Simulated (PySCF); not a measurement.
SMILES C#C[Si](C)(O)C, singlet (PBE0/def2-SVP optimised geometry):

```
14

C      1.266    -1.086     0.010
C      0.048    -1.087     0.000
Si    -1.804    -1.087     0.000
C     -2.375    -2.009     1.524
C     -2.441    -1.850    -1.574
O     -2.342     0.496     0.000
H      2.342    -1.085     0.014
H     -1.993    -1.540     2.444
H     -2.019    -3.052     1.507
H     -3.475    -2.022     1.577
H     -3.542    -1.818    -1.596
H     -2.124    -2.900    -1.661
H     -2.064    -1.300    -2.449
H     -1.929     1.087     0.636
```

Computed with PySCF with PBE0/def2-TZVP.

Task: What are the frontier orbital energies and the dipole moment?

Result: HOMO-2 -8.62 eV, HOMO-1 -8.14 eV, HOMO -7.95 eV, LUMO -0.03 eV, LUMO+1 0.28 eV; dipole moment 1.17 D.

On the same geometry PBE/def2-TZVP (PySCF) gives HOMO-2 -7.15 eV, HOMO-1 -6.88 eV, HOMO -6.70 eV, LUMO -0.98 eV, LUMO+1 -0.69 eV; dipole moment 1.07 D.

Meta-Löwdin charges at PBE0/def2-TZVP: C1 -0.17, C2 -0.32, Si3 1.16, C4 -0.63, C5 -0.62, O6 -0.76, H7 0.18, H8 0.13, H9 0.14, H10 0.13, H11 0.13, H12 0.13, H13 0.14, H14 0.35.
